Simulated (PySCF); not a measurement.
**W(OH)2, quintet: data card**

Level of theory: UPBE0 in PySCF with W def2-TZVP with ECP60, O def2-TZVP, H def2-TZVP; scalar-relativistic core potentials, no spin–orbit coupling; density-fitted integrals.

The structure is a minimum.

Z-matrix (Å, degrees; charge 0 multiplicity 5):
```
W
O  1 1.9162
O  1 1.9162 2 142.62
H  2 0.9623 1 122.72 3 77.43
H  3 0.9623 1 122.72 2 77.43
```

```json
{
 "Point group": "C2",
 "Bond lengths": "O–H 0.962 Å (×2), W–O 1.916 Å (×2)",
 "Bond angles": "H–O–W 122.7° (×2), O–W–O 142.6°",
 "Lowest empty level (β)": "-2.14 eV",
 "Highest occupied level (α)": "-5.11 eV",
 "Heat capacity Cp at 298.15 K": "67.8 J/(mol K)",
 "Atomisation energy without zero-point energy": "1784 kJ/mol",
 "Principal polarisabilities": "49.4, 49.8, 58.4 bohr³",
 "Enthalpy at 298.15 K above 0 K": "14.60 kJ/mol",
 "Entropy at 298.15 K and 1 bar (electronic part: spin only)": "309.6 J/(mol K)",
 "Rotational symmetry number": "2",
 "Rotational constants": "1.308, 0.1442, 0.1322 cm⁻¹",
 "Zero-point energy": "67.8 kJ/mol",
 "Spin squared ⟨S²⟩": "6.013",
 "Principal quadrupole moments (Buckingham, traceless) about the centre of mass": "-11.00, 0.52, 10.49 D Å",
 "Dipole moment": "0.24 D"
}
```

Harmonic modes (masses in u: W 183.951, O 15.995, H 1.008):
| symmetry | ω (cm⁻¹) | IR (km/mol) | μ (u) |
| --- | --- | --- | --- |
| a | 108 | 0.1 | 6.37 |
| b | 372 | 35.7 | 1.22 |
| a | 475 | 185 | 1.11 |
| b | 653 | 138 | 6.11 |
| b | 664 | 342 | 1.21 |
| a | 685 | 24.2 | 8.06 |
| a | 716 | 0.1 | 1.15 |
| b | 3826 | 93.8 | 1.07 |
| a | 3827 | 22.0 | 1.07 |

In C2 the vibrations span 5a + 4b.

Charges (e):
| atom | Mulliken | Löwdin | polar tensor | spin (Mulliken) | Mayer order to W1 |
| --- | --- | --- | --- | --- | --- |
| W1 | 0.70 | 0.43 | 0.97 | 4.05 | – |
| O2,3 | -0.67 | -0.36 | -0.76 | -0.05 | 1.05 |
| H4,5 | 0.32 | 0.15 | 0.27 | 0.02 | 0.03 |
Other Mayer orders above 0.3: O–H 0.88 (×2).

Mulliken populations on W1 (electrons outside its core potential): s 2.79, p 6.25, d 4.20, f 0.07.

Outer orbital energies (eV). α occupied: -10.69, -10.14, -9.41, -9.17, -6.55, -6.27, -6.11, -5.11; empty: -1.25, -0.11, 0.16, 0.87. β occupied: -27.28, -26.80, -14.16, -13.09, -10.17, -9.91, -9.30, -9.03; empty: -2.14, -0.63, -0.63, -0.04.

This need not be the most stable arrangement of these atoms. Other spin states or occupations of the open shell can lie lower. At this level a triplet minimum of D∞h symmetry lies 32 kJ/mol below this structure. Spin–orbit coupling, left out here, can matter for elements this heavy.

The final relaxation and frequency run took 56 s on 4 threads of a shared Arm Neoverse V2 host, with 114 basis functions and 15 gradients; the process peaked at 1.5 GiB.
